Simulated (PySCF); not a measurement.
Species: C₇H₉N.
Geometry (PBE0-D3(BJ)/def2-SVP, Å), atoms numbered from 1 in this order:
```xyz
17
C7H9N angstrom
C      2.3223   -0.0899    0.5883
C      1.4473   -0.2818   -0.6482
C     -0.0102   -0.0612   -0.3543
C     -0.5949    1.2047   -0.4546
C     -1.9396    1.3644   -0.1250
N     -2.7213    0.3705    0.2891
C     -2.1689   -0.8360    0.3867
C     -0.8352   -1.1020    0.0819
H      3.3843   -0.2548    0.3513
H      2.2179    0.9286    0.9925
H      2.0383   -0.7925    1.3866
H      1.7679    0.4137   -1.4403
H      1.5878   -1.2994   -1.0469
H     -0.0078    2.0628   -0.7929
H     -2.4082    2.3526   -0.2039
H     -2.8244   -1.6469    0.7258
H     -0.4431   -2.1181    0.1795
```

Linear response at wB97X-D/def2-SVPD (PySCF, frozen core in the response, non-relativistic).

Static isotropic polarisability: 87.07 au (12.90 Å³), principal values 61.4, 93.1, 106.8 au.

(1) What is the polarisability at 1064 nm and at the sodium D line?

(2) What is the isotropic C6 coefficient between two such molecules, C6 = (3/π)∫α(iω)² dω?

(3) Which effective excitation energy ω̄ makes London's formula C6 = (3/4)α²ω̄ exact here?

(4) How anisotropic is the static polarisability, by Δα² = ½[(α1 − α2)² + (α2 − α3)² + (α3 − α1)²]?

(5) What does −C6/R⁶ come to at R = 12 Å between centres?

(6) What molar refraction at the D line follows from R = (4π/3)·N_A·α′, with α′ the polarisability volume?

(7) What three-body coefficient follows from the one-pole estimate C9 = (3/4)·α·C6?

(8) How many electrons N does the Slater–Kirkwood formula C6 = (3/4)·√N·α^(3/2) need to give this C6?

(9) The lowest 6 singlets have (eV, f): 5.12, 0.005; 5.35, 0.000; 5.60, 0.027; 6.34, 0.001; 7.19, 0.381; 7.23, 0.746. What share of the static polarisability do they carry in the sum over states α = Σ f/ω²?

Results:

(1) 87.96 au at 1064 nm (+1.0 %), 90.11 au at 589.3 nm (+3.5 %). The rise at 589.3 nm is 3.41 times that at 1064 nm; a pure ω² law gives 3.26. The lowest singlet lies at 242 nm, shorter than both wavelengths.

(2) 3013 au (Eh·bohr⁶) by a ten-point quadrature over imaginary frequencies, which is 1800 eV·Å⁶ or 174 J·nm⁶/mol.

(3) ω̄ = 4·C6/(3α²) = 0.530 Eh = 14.4 eV. A one-pole form α(ω) = α/(1 − ω²/ω̄²) fitted to the 1064 nm value gives 11.6 eV. London's choice of the ionisation energy (9.36 eV, ΔSCF at the same level) gives C6 = 1960 au, 35 % too low.

(4) Δα = 40.4 au, or 0.46 of the isotropic value.

(5) -58 J/mol. This is the leading, orientation-averaged term; C8 and higher terms are left out.

(6) α′ = 13.35 Å³ gives R = 33.68 cm³/mol, for isolated, non-vibrating species.

(7) 197000 au. This is an estimate from the two numbers above, not a computed integral.

(8) N = (4·C6/3)²/α³ = 24.4; the species has 58 electrons in all.

(9) 16.81 au, 19.3 % of α; the largest term, 10.56 au, is that of the state at 7.23 eV. Their oscillator strengths add up to 1.16. Higher states carry the rest.

The run took about 80 s of CPU time (one thread, shared machine). This is the whole response run at wB97X-D/def2-SVPD, SCF included.

One conformer stands for the species.

The pairwise dispersion term of wB97X-D wasn't added to the energies; at a given geometry it leaves orbitals and properties as they are.
